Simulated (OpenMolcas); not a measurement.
**Levels of N II by method**

| Property | Result |
| --- | --- |
| Program | OpenMolcas |
| Basis | ANO-L-VTZP [4s3p2d1f] |
| Scalar Hamiltonian | non-relativistic, point nucleus |
| Active space | 2 electrons in 3 orbitals (2p) |
| State averaging | 2S+1 = 3 even, 3 roots; 2S+1 = 1 even, 6 roots |
| Spin-orbit coupling | state interaction with AMFI integrals over the reference wave functions, term energies averaged over their components |

Methods on the same reference wave functions:
A. CASSCF
B. SS-CASPT2, IPEA 0.25 Eh, imaginary shift 0.1 Eh (closed shells correlated: 1s 2s)

Energies in cm⁻¹ above 2s² 2p² ³P₀, the measured ground level; measured values from NIST Handbook of Basic Atomic Spectroscopic Data.

```tsv
Level	A	B	Measured
2s² 2p² ³P₀	0.0	0.0	0.0
2s² 2p² ³P₁	47.8	47.9	48.7
2s² 2p² ³P₂	142	142	131
2s² 2p² ¹D₂	17756	15670	15316
2s² 2p² ¹S₀	43797	35860	32689
```

Deviations, from unrounded energies. A percentage is the sum of absolute deviations over the sum of measured energies, with the sign that they share, or ± where signs differ.

```json
{"Against measurement": "mean absolute deviation (cm-1)", "Levels": "4", "A": "3400", "B": "880"}
{"Against measurement": "fine structure of the ground term (%)", "Levels": "2", "A": "±6.9", "B": "±6.9"}
{"Against measurement": "other terms of the ground configuration (%)", "Levels": "2", "A": "+28.2", "B": "+7.3"}
```

B lies closest to measurement on these levels. The largest miss of B in the table is 2s² 2p² ¹S₀, by +3200 cm-1. The ranking rests on the paired levels alone, and a cruder setting can come out closer through cancelling errors.

From A to B the spin-free energies of the other terms of 2s² 2p² shown, above ³P, scale by factors of 0.82 to 0.88.

The lowest spin-free term lies below A's lowest term by 0.078 hartree in B.

Term energies are means over components that CASPT2 splits; among the terms shown or strongly mixed into the levels shown the widest spread is 100 cm-1 (2s² 2p² ¹D, B). With the s shell closed, the reference lacks s² → p² mixing. Without dynamic correlation excited terms often stand tens of per cent too high (terms of higher spin than the ground term too low), and those without a measured partner can miss by more than the paired ones (holds for A). Measured partners are found by configuration, term and J. A level has none where our copy of the source lacks it or the pairing is in doubt (some pairs that miss far off the trend of their configuration count as doubtful), and it then counts in no deviation. Only configurations of the active space appear.
